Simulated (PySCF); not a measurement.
**Dipole moment and polarisability of MoO(OMe)4**

MoO(OMe)4, C4H12MoO5 (singlet state).
Cartesian coordinates in Å at the PBE0-D3(BJ)/def2-SVP level; atoms count from 1:
```xyz
22
C4H12MoO5 angstrom
Mo     0.020   -0.027    0.183
O      0.320   -0.178    1.817
O      1.637    0.585   -0.575
C      2.899   -0.006   -0.595
H      2.807   -1.066   -0.896
H      3.370    0.032    0.404
H      3.546    0.520   -1.316
O     -0.596    1.740   -0.072
C      0.038    2.966    0.118
H      0.099    3.217    1.193
H     -0.521    3.760   -0.403
H      1.066    2.919   -0.288
O     -1.781   -0.537   -0.045
C     -2.963    0.033    0.421
H     -2.917    1.131    0.299
H     -3.113   -0.192    1.493
H     -3.820   -0.359   -0.150
O      0.460   -1.701   -0.563
C     -0.067   -2.964   -0.299
H      0.261   -3.331    0.690
H      0.263   -3.675   -1.073
H     -1.172   -2.913   -0.302
```

Level: CAM-B3LYP/def2-SVPD (PySCF), static field, nuclei fixed, core orbitals frozen in the response. The polarisability tensor in these axes (au):

```
x   134.59   0.49  -7.43
y     0.49 135.51   3.03
z    -7.43   3.03  92.65
```

Question: Diagonalise the tensor; give its mean and Δα, where Δα² is half the sum of the squared differences of the eigenvalues.

Answer: Principal values 91.16, 135.72 and 135.87 au; mean 120.92 au = 17.92 Å³ = 19.94 × 10⁻⁴⁰ C²·m²/J; Δα = 44.63 au (37 % of the mean).

Question: What is the dipole moment, and where does it point?

Answer: (-0.06, 0.02, -0.40) D, 0.41 D in size, pointing from the negative to the positive side. Measured along this direction, the outermost atoms are O2 at the negative end and H21 and H7 at the positive end.

Question: Estimate the molar refractivity from the static electronic polarisability.

Answer: Lorentz–Lorenz: R = (4π/3)N_A α = 2.5225 cm³/(mol·Å³) × 17.92 Å³ = 45.2 cm³/mol, in the limit of long wavelengths.

Question: Find the Langevin capture rate constant for NO+ (29.998 u) meeting this molecule (237.974 u), k = 2.342 × 10⁻⁹ cm³/s × √(α in Å³ / reduced mass in u).

Answer: The reduced mass is 26.64 u, so k = 1.92 × 10⁻⁹ cm³/s. The formula leaves out the permanent dipole, which adds to the capture rate.

Question: Rayleigh depolarisation ratio (linearly polarised light, static tensor)?

Answer: ρ = 3Δα²/(45ᾱ² + 4Δα²) = 5976.8/(657945 + 7969.0) = 0.00898.

Question: Sum over states: ᾱ = Σ f/ω², ω in Eh. What share falls to these 10 lowest TDDFT singlets (eV, f)? 3.78, 0.0028; 3.79, 0.0032; 4.06, 0.0006; 4.14, 0.0581; 4.15, 0.0589; 4.29, 0.0008; 4.63, 0.0001; 5.36, 0.0001; 5.46, 0.0001; 5.54, 0.0000.

Answer: They add up to 5.42 au, 4.5 % of the 120.92 au; the largest single term is 2.54 au, from the state at 4.15 eV. Terms in order: 0.15, 0.16, 0.03, 2.51, 2.54, 0.03, 0.00, 0.00, 0.00, 0.00 au. Higher excitations give the rest. The strengths listed sum to 0.125.

Isolated species at its PBE0-D3(BJ)/def2-SVP geometry, gas phase. Atoms past krypton carry effective core potentials; spin–orbit coupling is left out.

These values come from a run that also computed excited states. Hardware: one thread of an Intel Xeon at 2.70 GHz (shared host). Cost: 5.9 min (grids of density and orbitals included), 2.0 GiB resident at most.
